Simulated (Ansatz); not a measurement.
The C5–H6 bond of CH5OSb (SMILES C[O][SbH2]) is stretched (multiplicity 1, the rest rigid).
Geometry at rest (charge 0, multiplicity 1):
```xyz
8

Sb    -0.39157     0.27291     0.37968
H     -1.52743    -0.68890    -0.50198
H     -0.42293     1.44228    -0.89474
O      1.21630    -0.67903    -0.26410
C      1.33908    -0.99600    -1.63878
H      1.33613    -0.09608    -2.26542
H      2.29029    -1.51457    -1.77766
H      0.52933    -1.65283    -1.97852
```

Cores are frozen in the correlated methods. Filled d and f shells under p-block atoms count as core.

Programs: Ansatz (an electronic-structure program). Values without a source in brackets are computed. In def2 rows elements past Kr take small-core potentials, without spin–orbit coupling.

FIC-MRCISD+Q on CASSCF(2,2)/def2-SVP, total energies (hartree):

```csv
R (Å),CASSCF,MRCISD,weight c² of the reference
1.097,-354.787512,-355.188666,0.88076
1.919,-354.690493,-355.085167,0.87930
3.509,-354.633553,-355.024096,0.87971
```

**Question.** Add the Davidson correction (E_MRCISD − E_CASSCF)(1 − c²)/c² and give the energies above the first point at the three levels.

**Answer.** 
Corrections (hartree): -0.054307, -0.054175, -0.053404. Above the first point (kcal/mol):
- R = 1.919 Å: CASSCF 60.9, MRCISD 64.9, with the correction 65.0
- R = 3.509 Å: CASSCF 96.6, MRCISD 103.3, with the correction 103.8
